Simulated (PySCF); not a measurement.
# Reading the logs of faulty runs: AlBH5OSi

Calculated results; nothing here was measured. They come from PySCF 2.14.0, an open-source quantum chemistry program, on an isolated molecule that a program drew, which may never have been made. The molecule is AlBH5OSi (charge 0, doublet), drawn as the SMILES string `[BH2][AlH][O][SiH2]`.

Each row is a Hartree-Fock (HF) and frozen-core CCSD(T) single point in the cc-pV(D+d)Z basis, meant for a local HF minimum. Run 1 is clean. Each other run has one planted mistake out of seven kinds, and not every kind appears here: one electron removed, one electron added, multiplicity raised by two, geometry at a saddle point, minimal basis STO-3G, one bond length entered in bohr, all coordinates scaled. The reference is restricted for singlets and unrestricted otherwise, and also for a bond in bohr. Adding or removing an electron swaps singlet and doublet. Electrons count all cores. HOMO and LUMO are orbital energies over both spins, the gradient is its largest component, and the lowest frequency (negative if imaginary) is given only where the gradient is small. Bond lengths are over the 8 bonds as drawn. T1 is the CCSD diagnostic: over 0.02 (restricted) or 0.045 (unrestricted) a single reference is doubtful.

Geometry of the clean run:
```xyz
9
AlBH5OSi, angstrom
B     2.6066    0.6779    0.9226
Al    0.9956   -0.7034    0.6061
O    -0.5390   -0.3201    1.2158
Si   -2.0923   -0.1750    1.7001
H     2.8647    1.5612    0.1460
H     3.3240    0.6259    1.8883
H     1.1337   -2.0778   -0.1670
H    -2.1615   -0.0952    3.1824
H    -2.6985    1.0502    1.1173
```

```
run,electrons,basis functions,<S^2>,HOMO (eV),LUMO (eV),gradient (hartree/bohr),lowest frequency (cm^-1),mean bond (Å),longest bond (Å),T1,HF (hartree),CCSD(T) (hartree),mistake
1,45,99,0.753,-8.55,1.24,9.0e-06,33,1.5547,2.146,0.0151,-633.33328,-633.79908,no fault
2,44,99,0.000,-13.88,-6.67,9.6e-02,-,1.5547,2.146,0.0237,-633.05257,-633.52097,one electron removed
3,45,99,3.768,-7.77,-0.85,3.7e-02,-,1.5547,2.146,0.0187,-633.24193,-633.69832,multiplicity raised by two
4,45,99,1.116,-8.75,1.14,2.1e-02,-,1.7200,2.808,0.0385,-633.24210,-633.70299,?
```

**Which mistake was planted in run 4, and what did it cost?**

The mean bond changes by a factor of 1.106 and the longest by 1.308, so the molecule wasn't scaled as a whole. A length L in bohr read as angstrom grows by (1/0.5292 - 1) L = 0.890 L. The 8 bonds together grew by 8 x 0.1653 = 1.322 Å, which gives L = 1.486 Å. That is the length of one of the H-Si bonds, 1.486 Å in the clean geometry. So the mistake is: one bond length entered in bohr. Subtracting run 1 and multiplying by 627.51 kcal/mol a hartree, the energy moved by 57.2 kcal/mol in HF and 60.3 kcal/mol in CCSD(T).

Cautions from the logs. Run 2: T1 is over the limit, so its CCSD(T) energy is less reliable.
